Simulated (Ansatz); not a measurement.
BH₅OSeSn, SMILES `O[B]([SeH])[SnH3]`, charge 0, multiplicity 1.

Q: Give a relaxed structure at PBE0-D4/def2-TZVP (Ansatz 0.2.0). (Estimate.)

A: Ansatz gave: 
Z-matrix (Å, degrees):
```
Sn
B 1 2.269
H 1 1.706 2 113.1
H 1 1.707 2 112.8 3 122.5
H 1 1.718 2 108.0 3 -119.0
Se 2 1.941 1 118.7 3 -56.9
O 2 1.353 1 122.5 3 123.1
H 6 1.472 2 95.8 1 -179.8
H 7 0.961 2 114.3 1 -0.3
```
This is one stationary point; other conformers may exist.
